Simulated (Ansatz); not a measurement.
Level of theory: frozen-core CCSD(T)/cc-pVTZ // PBE0-D3(BJ)/def2-TZVP in Ansatz (a program for electronic structure).

Ansatz 0.2 input:
```yaml
crystal:
  periodic: [false, false, false]
  atoms:
    - { symbol: F, position_ang: [0.030158, -0.031651, 1.400607] }
    - { symbol: C, position_ang: [0.001469, -0.001552, 0.068488] }
    - { symbol: Cl, position_ang: [-0.104399, 1.676933, -0.450025] }
    - { symbol: Cl, position_ang: [1.479146, -0.739876, -0.538736] }
    - { symbol: Cl, position_ang: [-1.406373, -0.903856, -0.480334] }
basis:
  gaussian: { orbitals: cc-pVTZ }
correlation:
  method: ccsd_t
```

Output:

```
Functional definition: HF
987 factors; integrals over basis functions are off by at most 6.0e-4 eV
mean field evaluation 1: about -41245.0841 eV, gradient 4.0e1 eV
mean field evaluation 2: about -41245.3886 eV, gradient 4.1e1 eV
mean field evaluation 4: about -41249.2085 eV, gradient 3.2e0 eV
mean field evaluation 8: about -41249.2783 eV, gradient 3.1e-1 eV
mean field evaluation 16: about -41245.0829 eV, gradient 4.0e1 eV
mean field -41249.27859612 eV, -1515.8830286423 hartree, gradient 2.0e-6 eV, S^2 0.000000; 0 other end points of the search recorded, 0 dependent functions left out
17 core orbitals not correlated
reference -41249.27859612 eV, -1515.8830286423 hartree; 16, 16 occupied and 129, 129 virtual orbitals, 987 factors
second order -26.68621459 eV of doubles, -0.00000000 eV of singles
cycle   1  -27.01760489 eV  change   -3.3e-1 eV  update   1.1e-1
cycle   2  -27.62067635 eV  change   -6.0e-1 eV  update   3.2e-2
cycle   3  -27.75567321 eV  change   -1.3e-1 eV  update   1.4e-2
cycle   4  -27.74308643 eV  change    1.3e-2 eV  update   3.1e-3
cycle   5  -27.74196622 eV  change    1.1e-3 eV  update   1.5e-3
cycle   6  -27.74215464 eV  change   -1.9e-4 eV  update   4.7e-4
cycle   7  -27.74186409 eV  change    2.9e-4 eV  update   2.0e-4
cycle   8  -27.74181314 eV  change    5.1e-5 eV  update   4.6e-5
cycle   9  -27.74183024 eV  change   -1.7e-5 eV  update   1.6e-5
perturbative correction -1.19358438 eV, -0.0438634170 hartree
Total energy: -41278.21401074 eV, -1516.9463855164 hartree
```

Cost: very roughly 30 core-seconds.
